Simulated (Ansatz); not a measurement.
This geometry of BF₂H₃Si (7 atoms, charge 0, multiplicity 1) is a first-order saddle point.

Theory: RKS PBE0-D4/6-31G* (Ansatz).

```xyz
7
Properties=species:S:1:pos:R:3
B -0.667 0.878 -0.092
Si 0.170 -0.789 0.167
F 0.741 -1.357 1.546
F 0.181 -2.015 -0.853
H -0.968 1.157 -1.214
H -0.508 1.695 0.765
H 1.112 0.362 -0.365
```

Problem. Which two structures does it join? (They come from a converged band through this point; their orientation in space is the band's.)

Solution. Bonds broken: Si2–H7. Bonds formed: B1–H7.

Image 0:

```xyz
7
Properties=species:S:1:pos:R:3
B -0.754 0.942 -0.082
Si 0.512 -0.621 0.039
F 0.606 -1.187 1.539
F 0.025 -1.847 -0.878
H -1.344 1.180 -1.096
H -0.873 1.710 0.828
H 1.888 -0.245 -0.395
```

Image 6:

```xyz
7
Properties=species:S:1:pos:R:3
B -0.321 0.927 -0.183
Si -0.040 -0.906 0.248
F 0.739 -1.425 1.539
F 0.168 -2.077 -0.814
H -0.934 1.077 -1.199
H -0.455 1.612 0.788
H 0.904 0.723 -0.423
```

Problem. How far does it lie above each of them?

Solution. 9.7 kcal/mol above the first and 9.1 kcal/mol above the second. This is the barrier of this one path; another mechanism may lie lower. The orbitals stay closed-shell, which can raise the energy where a bond breaks towards radicals; this wasn't checked here.

Time of the run: 79 s on 1 thread of Intel(R) Xeon(R) 6975P-C (Granite Rapids), on a shared host, peak memory 0.25 GiB.
